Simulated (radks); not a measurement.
Tm18+, configuration [Kr] 4d10 4f5. All-electron calculation, scalar-relativistic Kohn-Sham, PBE, spin-polarised, spherical densities, point nucleus; open shells are filled with parallel spins first (spin-orbit coupling, left out, can overturn this in heavy ions). Program: a radial shooting solver on a logarithmic mesh with Libxc functionals.

Local quantities along the radius. ELF = 1/(1 + alpha^2) is the electron localisation function; alpha = (tau - tau_W)/tau_unif compares the Pauli kinetic energy density with that of the uniform gas (summed over spins); -r V(r) is the screened charge that the Kohn-Sham potential of spin up presents (atomic units). tau is taken from the large components.

r (bohr),ELF,alpha,-r V(r)
0.0007295,0.999,0.02302,68.78
0.0009499,0.999,0.02342,68.68
0.001237,0.999,0.02431,68.56
0.001611,0.999,0.02587,68.41
0.002097,0.999,0.02839,68.21
0.002731,0.999,0.03233,67.96
0.003556,0.999,0.03856,67.63
0.00463,0.998,0.04868,67.20
0.006029,0.996,0.06592,66.66
0.007851,0.991,0.09731,65.97
0.01022,0.975,0.1591,65.10
0.01321,0.925,0.2850,64.06
0.0172,0.759,0.5640,62.74
0.02239,0.468,1.065,61.12
0.02916,0.328,1.430,59.16
0.03796,0.447,1.113,56.87
0.04943,0.674,0.6953,54.20
0.06437,0.736,0.5985,51.09
0.08382,0.554,0.8968,47.56
0.1091,0.347,1.372,43.68
0.1421,0.522,0.9576,39.64
0.1851,0.731,0.6061,35.51
0.241,0.573,0.8627,31.45
0.3138,0.236,1.797,27.60
0.4086,0.569,0.8699,24.32
0.532,0.760,0.5613,21.62
0.6927,0.619,0.7853,19.88
0.902,0.218,1.895,18.95
1.175,0.019,7.159,18.61
1.529,0.001,41.35,18.37
1.991,0.000,433.0,18.12

On this mesh the ELF has minima near r = 0.029, 0.11, 0.31 bohr, which separate the shells, and maxima near 0.064 (0.74), 0.19 (0.73), 0.53 (0.76).
